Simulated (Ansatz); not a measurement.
H2O2Si, SMILES `O[Si]O` (lower singlet; H–O–Si–O torsion 0°, O–Si–O–H torsion 0°) (charge 0, multiplicity 1). This singlet lies 2.76 eV below the relaxed triplet at the level frozen-core CCSD(T)/cc-pVTZ // PBE0-D3(BJ)/def2-TZVP (Ansatz, an electronic-structure program).

The numbers are results of Ansatz with CAM-B3LYP/cc-pVTZ // PBE0-D3(BJ)/def2-TZVP, not measurements.

Ansatz 0.2 input:
```yaml
crystal:
  periodic: [false, false, false]
  atoms:
    - { symbol: O, position_ang: [1.314814, -0.207625, -0.220251] }
    - { symbol: Si, position_ang: [-0.020889, -1.176267, -0.292435] }
    - { symbol: O, position_ang: [-1.321337, -0.161128, -0.215693] }
    - { symbol: H, position_ang: [1.279443, 0.75018, -0.148316] }
    - { symbol: H, position_ang: [-1.252036, 0.794837, -0.143975] }
basis:
  gaussian: { orbitals: cc-pVTZ }
hamiltonian:
  xc: cam_b3lyp
```

Output:

```
Functional definition: CAM-B3LYP
738 factors; their error is unknown
159 factors; integrals over basis functions are off by at most 5.5e-5 eV
mean field evaluation 1: about -11998.9092 eV, gradient 7.2e1 eV
mean field evaluation 2: about -11991.8639 eV, gradient 9.7e1 eV
mean field evaluation 4: about -12006.7916 eV, gradient 1.0e0 eV
mean field evaluation 8: about -12006.8143 eV, gradient 1.7e-1 eV
mean field evaluation 16: about -12006.8143 eV, gradient 1.3e-5 eV
mean field -12006.81427982 eV, -441.2422862723 hartree, gradient 1.3e-5 eV, S^2 0.000000; 0 other end points of the search recorded, 0 dependent functions left out
reference -12006.81437566 eV, -441.2422897945 hartree; 16, 16 occupied and 106, 106 virtual orbitals, 738 factors
Total energy: -12006.81437566 eV, -441.2422897945 hartree
```
